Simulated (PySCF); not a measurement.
GeI, charge +1, multiplicity 1. Atoms are numbered in the order given.

```xyz
2

Ge     0.0000     0.0000    -1.5094
I      0.0000     0.0000     0.9113
```
Charge +1, spin multiplicity 1.

Geometry optimised at B3LYP-D3(BJ)/def2-TZVP. The multiplicity is an assumed one; other spin states were not compared. The def2 effective core potentials stand for the cores of I; spin–orbit coupling is left out.

Calculation: HF/def2-TZVPD in PySCF.

Isolated molecule, no solvent.

```
Quantity                                                          Result
------------------------------------------------  ----------------------
total energy                                         -2371.79379 hartree
point group                                                          C∞v
highest occupied level                                         -16.35 eV
lowest empty level                                              -6.08 eV
orbital gap                                                     10.27 eV
dipole moment about the centre of nuclear charge                  4.22 D
mean static polarisability                          54.3 bohr³ (8.05 Å³)
polarisability, principal values                  42.1, 42.1, 78.7 bohr³
```
